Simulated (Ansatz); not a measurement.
`CB[SiH2]C` + `[SH][GeH3]` → `CB[S][GeH3]` + `C[SiH3]`  (cleavage of the B–Si bond)

Computed with Ansatz on PBE0-D4/def2-TZVP structures; ΔE is electronic, products minus reactants. CCSD(T)/CBS adds triple-zeta CCSD(T) − MP2 to the extrapolated MP2 energy (def2 sets, frozen cores). This one scheme is used for every species. DFT in def2-TZVPP. B3LYP here is the variant with VWN-RPA as its local correlation; programs differ in this. For Ge outer-core shells are correlated without core-valence functions, which leaves a few kJ/mol of doubt a bond. Scalar relativity is left out up to krypton. One conformer a species, not always the lowest.

```tsv
level	ΔE (kcal/mol)
B3LYP-D4	-28.7
SCS-MP2/def2-TZVPP	-30.5
```

Task: What does CCSD(T)/CBS give? (An estimate is asked.)

Result: The calculation gave: -29.0 kcal/mol. The listed levels differ from it by 0.3, -1.5 kcal/mol.

Largest T1 diagnostic among the species: 0.013.

In def2-TZVPP, CCSD(T) changes the Hartree–Fock value by −1.1 kcal/mol (the triples alone add −0.7 kcal/mol) and MP2 by −3.4 kcal/mol.
